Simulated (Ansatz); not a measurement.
C4H10F3NZr, SMILES `CC(C)(C)[NH][Zr]([F])([F])[F]`, relaxed with RKS PBE0-D4/def2-TZVP in Ansatz from a GFN2-xTB geometry. The force threshold is 0.005 eV/Å; the program also tests the step.

Charge 0, multiplicity 1. Zr: def2 effective core potential.

Start:

```xyz
19

C    -1.092    0.862    0.215
C     0.322    0.245    0.353
C     0.955    0.709    1.677
C     1.203    0.692   -0.837
N     0.153   -1.204    0.353
Zr   -1.205   -1.707   -1.016
F    -0.632   -3.443   -1.402
F    -1.142   -0.760   -2.632
F    -2.921   -1.588   -0.271
H    -1.050    1.940    0.373
H    -1.507    0.671   -0.791
H    -1.748    0.417    0.973
H     1.054    1.791    1.706
H     0.331    0.384    2.507
H     1.941    0.266    1.796
H     0.818    0.254   -1.769
H     2.229    0.351   -0.690
H     1.214    1.777   -0.926
H     1.077   -1.657    0.380
```

**Question.** How much energy does the relaxation release, and in how many steps? (An estimate is asked.)

**Answer.** The calculation gave: 47.94 kJ/mol, in 13 steps.

**Question.** Which bonds change most? (Best estimate.)

**Answer.** Ansatz gave: Zr6–F8 from 1.873 to 1.915 Å; Zr6–F9 from 1.875 to 1.915 Å; Zr6–F7 from 1.868 to 1.904 Å; C1–C2 from 1.549 to 1.525 Å.

**Question.** Give the relaxed structure. (An estimate is asked.)

**Answer.** Ansatz gave: 
```xyz
19

C    -0.973    1.017   -0.043
C     0.386    0.364    0.190
C     0.779    0.499    1.658
C     1.436    1.027   -0.698
N     0.268   -1.052   -0.161
Zr   -1.345   -2.047   -0.835
F    -0.783   -3.850   -1.079
F    -1.948   -1.263   -2.474
F    -2.767   -1.913    0.441
H    -0.939    2.080    0.205
H    -1.274    0.941   -1.093
H    -1.744    0.563    0.590
H     0.871    1.550    1.945
H     0.031    0.028    2.299
H     1.742    0.015    1.845
H     1.160    0.936   -1.750
H     2.412    0.554   -0.559
H     1.540    2.088   -0.456
H     1.148   -1.539   -0.024
```
